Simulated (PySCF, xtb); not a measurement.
H₈N₂OSi₂, SMILES N[SiH2]N[SiH2]O.

GFN2-xTB (xtb) at its own geometry gives an orbital gap of 5.75 eV and a dipole moment of 2.27 D.

The structure is a stationary point at PBE-D3(BJ)/def2-SVP. The structure was generated by enumeration, and PubChem lists no compound with its InChIKey, so it may never have been made. One conformer was computed; it need not be the lowest.

Problem. What does PBE/def2-TZVP (PySCF) give? (An estimate is asked for; the answer gives what the named calculation found.)

Solution. gap 5.42 eV (levels -6.01 and -0.58 eV), dipole 2.33 D.
